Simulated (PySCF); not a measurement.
Mo(O)(NH)(Cl)(Br) (BrClHMoNO), SMILES [NH]=[Mo](=[O])([Cl])[Br], multiplicity 1. Atoms are numbered in the order given.

```xyz
6

Mo     0.3392     0.0604    -0.4617
O      1.9900     0.0428    -0.2877
N     -0.0483    -0.9443    -1.7933
H      0.3219    -1.5545    -2.5237
Cl    -0.3681     2.1658    -0.9337
Br    -0.6827    -0.9010     1.5041
```

Geometry optimised at PBE0-D3(BJ)/def2-SVP. The spin state was assumed, not searched. The structure was generated by enumeration; whether it is a known compound was not checked. The def2 effective core potentials stand for the cores of Mo; spin–orbit coupling is left out.

These are HF/def2-TZVP in PySCF values and carry that method's errors.

ESP charges are fitted to the potential on shells at 1.4 to 2.0 van der Waals radii. Atomic charges (e):

```csv
atom,ESP fit,Mulliken
Mo1,0.82,1.90
O2,(withheld),-0.63
N3,(withheld),-0.71
H4,0.44,0.29
Cl5,(withheld),-0.45
Br6,-0.14,-0.41
```

Question: Some entries are withheld; supply them. (Estimate from the structure and the level; the computed values follow.)

Answer: 
- O2, ESP fit: -0.34
- N3, ESP fit: -0.62
- Cl5, ESP fit: -0.17
